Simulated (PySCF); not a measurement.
## Assignment exercise: C7H13OPSi

Atoms are numbered as in `[CH3:1][c:2]1[cH:3][o:4][c:5]([Si:6]([CH3:7])([CH3:8])[CH3:9])[p:10]1`. Hydrogens are named by the atom that carries them.

Averaged over atoms made equivalent by symmetry, fast rotation or ring inversion, one conformer, no solvent model, relativity neglected. Geometry: GFN2-xTB; GIAO PBE0/pcSseg-1 shieldings; PySCF 2.14.0 with density-fitted response routines.

References, each an isolated molecule treated in the same way: ¹³C and ¹H vs TMS.

**Question.** Assign these signals to the numbered atoms. ¹³C{¹H} NMR (computed): δ 217.9, 155.7, 148.8, 14.8, 0.9.

**Answer.** 
217.9 → C5, substituted aromatic carbon next to the ring oxygen
155.7 → C3, aromatic CH next to the ring oxygen
148.8 → C2, substituted aromatic carbon
14.8 → C1, methyl carbon on an aromatic ring: saturated and bonded to C and H only
0.9 → C7/C8/C9, methyl carbon bonded to Si: an electropositive neighbour leaves it electron-rich and shielded

**Question.** Assign these signals to the numbered atoms. ¹H NMR (400 MHz, computed): δ 8.16 (m, 1H), 2.56 (m, 3H), 0.30 (s, 9H).

**Answer.** 
| δ (ppm) | atoms | environment | reason |
| --- | --- | --- | --- |
| 8.16 | H(C3) | hydrogen on an aromatic CH next to the ring oxygen | it sits in the deshielding region of the aromatic ring current |
| 2.56 | H(C1) | hydrogen on a methyl carbon on an aromatic ring | benzylic-type position, deshielded by the ring |
| 0.30 | H(C7)/H(C8)/H(C9) | hydrogen on a methyl carbon bonded to Si | an electropositive neighbour shields it, as in TMS itself |

Splittings by ³¹P in the carbon and heteronuclear signals aren't shown, as no couplings were computed. Shifts are as computed. Against solution values, carbons near 30 ppm lie about +3 ppm off and those near 130 ppm about +5 ppm. Of 1211 compounds with measured shifts, 218 miss one by over three times the rms of a fit or turn the order of signals round; such compounds aren't used in these exercises. Multiplicities follow the n + 1 count of equivalent neighbours, as no J values were calculated; m marks all less simple cases, F and P coupling included.
